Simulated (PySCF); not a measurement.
C2H7Si, SMILES [CH2][SiH2]C, multiplicity 2.

Geometry: r2SCAN-D4/def2-SVP. The isomer is the one that the SMILES or the coordinates give; other isomers of the formula were not compared.

All values below come from SMD-PBE0/6-31G* run with PySCF.

Solvation free energies are E(SMD) − E(gas) at the gas-phase geometry, for 1 M in both phases. In vacuum the dipole moment is 0.83 D.

```tsv
solvent	ΔG(solv) (kcal/mol)	its non-electrostatic (CDS) part	dipole (D)
water	3.0	4.6	1.13
diethylether	-0.6	0.6	1.03
cyclohexanone	0.3	1.8	1.10
```
